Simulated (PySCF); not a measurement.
AlF2, SMILES [F][Al][F], multiplicity 2.

Coordinates come from a ωB97X-D3(BJ)/def2-TZVP optimisation. The spin state was assumed, not searched. The isomer is the one that the SMILES or the coordinates give; other isomers of the formula were not compared.

Computed with PySCF 2.14.0 with TDA-PBE0/def2-TZVPD.

Vertical excitations. 

| state | energy (eV) | λ (nm) | f | main pairs |
|---|---|---|---|---|
| root 1 | 4.08 | 304 | 0.168 | α HOMO→LUMO 98 % |
| root 2 | 5.88 | 211 | 0.130 | α HOMO→LUMO+1 90 % |
| root 3 | 6.03 | 206 | 0.203 | α HOMO→LUMO+2 94 % |
| root 4 | 6.31 | 197 | 0.014 | β HOMO→LUMO 95 % |
| root 5 | 6.48 | 191 | 0.000 | β HOMO−1→LUMO 99 % |
| root 6 | 6.70 | 185 | 0.081 | α HOMO→LUMO+3 89 %, β HOMO−2→LUMO 6 % |
| root 7 | 6.84 | 181 | 0.034 | β HOMO−3→LUMO 98 % |
| root 8 | 6.90 | 180 | 0.021 | β HOMO−2→LUMO 89 % |
| root 9 | 7.52 | 165 | 0.034 | α HOMO−2→LUMO 6 %, β HOMO−4→LUMO 91 % |
| root 10 | 7.92 | 157 | 0.011 | α HOMO→LUMO+4 98 % |
Unrestricted roots are not spin-pure.
